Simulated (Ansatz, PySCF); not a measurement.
C2H9BOSi, SMILES COB(C)[SiH3]. Atoms are numbered in the order given.

```xyz
14

B     -0.5588    -0.1769     0.1314
C     -1.9568    -0.2802     0.8458
H     -2.6236    -1.0228     0.3800
H     -2.4614     0.7031     0.8439
H     -1.8261    -0.5366     1.9128
O     -0.3437    -0.9765    -0.9376
C      0.8331    -1.0363    -1.7156
H      1.2289    -2.0637    -1.6938
H      0.5913    -0.7783    -2.7586
H      1.6141    -0.3475    -1.3517
Si     0.8618     1.1395     0.8262
H      1.2532     2.1529    -0.2070
H      2.1259     0.4483     1.2410
H      0.3533     1.8891     2.0158
```

The structure is a stationary point at B3LYP-D3(BJ)/def2-SVP. The structure was generated by enumeration, and PubChem lists no compound with its InChIKey, so it may never have been made. The values are those of a single conformer.

Two levels are set side by side: PBE-D3(BJ)/def2-SVP (Ansatz, an electronic-structure program) and B3LYP-D3(BJ)/def2-SVP (Ansatz). Each level has its own optimised geometry; the coordinates shown are those of the second. Frequencies come from the Hessian of PySCF at each geometry. Differences are taken from unrounded values.

| quantity | B3LYP-D3(BJ) | PBE-D3(BJ) | PBE-D3(BJ) minus B3LYP-D3(BJ) |
|---|---|---|---|
| mean bond length (Å) | 1.347 | 1.355 | 0.008 |
| bond B1–C2 (Å) | 1.573 | 1.575 | 0.002 |
| bond B1–O6 (Å) | 1.352 | 1.361 | 0.009 |
| bond B1–Si11 (Å) | 2.058 | 2.061 | 0.003 |
| bond O6–C7 (Å) | 1.412 | 1.417 | 0.005 |
| bond C2–H3 (Å) | 1.101 | 1.108 | 0.007 |
| bond C2–H4 (Å) | 1.105 | 1.112 | 0.007 |
| bond C2–H5 (Å) | 1.105 | 1.112 | 0.007 |
| bond C7–H8 (Å) | 1.101 | 1.109 | 0.008 |
| bond C7–H9 (Å) | 1.101 | 1.109 | 0.008 |
| bond C7–H10 (Å) | 1.103 | 1.112 | 0.009 |
| bond Si11–H12 (Å) | 1.499 | 1.512 | 0.013 |
| bond Si11–H13 (Å) | 1.499 | 1.512 | 0.013 |
| bond Si11–H14 (Å) | 1.495 | 1.508 | 0.013 |
| highest harmonic wavenumber (cm⁻¹) | 3118 | 3071 | -47 |
| mean harmonic wavenumber (cm⁻¹) | 1310 | 1274 | -36 |
| zero-point energy (kcal/mol) | 67.42 | 65.56 | -1.86 |

GGA bonds tend to be longer and softer than those of functionals with exact exchange. Differences between two approximate levels are no errors against the true value.
